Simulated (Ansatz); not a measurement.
Single points on the cluster Ru4⁺.

```yaml
crystal:
  periodic: [false, false, false]
  atoms:
    - {symbol: Ru, position_ang: [0.486840, 0.547003, 1.325676]}
    - {symbol: Ru, position_ang: [0.242780, 0.460186, -1.413332]}
    - {symbol: Ru, position_ang: [0.738093, -1.305516, -0.136948]}
    - {symbol: Ru, position_ang: [-1.467702, 0.298327, 0.224604]}
basis:
  gaussian: {orbitals: def2-SVP, initial_orbitals: start.molden}
total_charge: 1
magnetization: {spin_polarized: true, initial_magnetization: 1}
hamiltonian: {xc: pbe0, dispersion: d4}
scf: {omitted_lower_state_checks: [starts]}
output: {orbitals: {seedname: orbitals}}
```

The file start.molden holds the orbitals of an earlier run on this structure, at another level or in another basis.

```sh
$ ansatz run in.yaml --threads 2 --pin off --events-out ev --progress --plain --max-ram 4352MiB
```

Shortened log:

```
Functional definition: PBE0
1328 factors; integrals over basis functions are off by at most 2.4e-4 eV
mean field evaluation 1: about -10315.6677 eV, gradient 8.6e0 eV
mean field evaluation 2: about -10315.7254 eV, gradient 8.3e-2 eV
mean field evaluation 4: about -10315.9752 eV, gradient 7.6e-3 eV
mean field evaluation 8: about -10315.9753 eV, gradient 2.4e-5 eV
mean field evaluation 16: about -10315.9753 eV, gradient 8.5e-6 eV
mean field -10315.97525680 eV, -379.1050982684 hartree, gradient 8.5e-6 eV, S^2 3.799385; 0 other end points of the search recorded, 0 dependent functions left out
reference -10315.97529580 eV, -379.1050997014 hartree; 32, 31 occupied and 92, 93 virtual orbitals, 1328 factors
Total energy: -10316.19538629 eV, -379.1131878779 hartree
Checks for a lower state left out: starts
```

Run time 24 s (2 threads of Arm Neoverse V1 on a shared host), peak host memory 0.55 GiB.

First input, but with `gaussian: {orbitals: def2-TZVP, initial_orbitals: start.molden}`, `hamiltonian: {xc: {text: "exchange = 0.65*pbe_x + 0.35*exact_x\ncorrelation = pbe_c"}}` (abridged; 56 s):

```
Functional definition: unnamed
mean field -10316.48116305 eV, -379.1236899800 hartree, gradient 5.7e-6 eV, S^2 4.300481
Total energy: -10316.48120073 eV, -379.1236913647 hartree
Checks for a lower state left out: starts
```

As the first input, with `gaussian: {orbitals: def2-TZVP, initial_orbitals: start.molden}`, `hamiltonian: {xc: {text: "exchange = 0.85*pbe_x + 0.15*exact_x\ncorrelation = pbe_c"}}` (abridged; 53 s):

```
Functional definition: unnamed
mean field evaluation 16: about -10321.8078 eV, gradient 2.2e-5 eV
mean field -10321.80779114 eV, -379.3194399517 hartree, gradient 3.3e-6 eV, S^2 3.543334
Total energy: -10321.80784031 eV, -379.3194417586 hartree
Checks for a lower state left out: starts
```

The first input with `gaussian: {orbitals: def2-TZVP, initial_orbitals: start.molden}`, `hamiltonian: {xc: {name: revPBE}, dispersion: d4}` (abridged; 22 s):

```
Functional definition: revPBE
mean field evaluation 16: about -10329.9687 eV, gradient 2.5e-5 eV
mean field -10329.96874224 eV, -379.6193493730 hartree, gradient 2.1e-6 eV, S^2 2.619918
Total energy: -10330.42789448 eV, -379.6362229068 hartree
Checks for a lower state left out: starts
```

The first input with `gaussian: {orbitals: def2-TZVP, initial_orbitals: start.molden}`, `hamiltonian: {xc: {name: CAM-B3LYP}, dispersion: d4}` (abridged; 62 s):

```
Functional definition: CAM-B3LYP
mean field -10313.54492341 eV, -379.0157851637 hartree, gradient 9.8e-6 eV, S^2 4.096652
Total energy: -10313.78276876 eV, -379.0245258190 hartree
Checks for a lower state left out: starts
```

Geometry: PBE-D4/def2-SVP.

In the def2 sets Ru takes a core potential; there is no spin–orbit coupling. At PBE0-D4/def2-SVP, PBE with 35 % exact exchange/def2-TZVP, PBE with 15 % exact exchange/def2-TZVP, revPBE-D4/def2-TZVP and others the charge 1 doublet is spin-contaminated (final ⟨S²⟩ up to 4.30, 0.75 for a pure state). The structure comes from a short search, and lower isomers may exist.
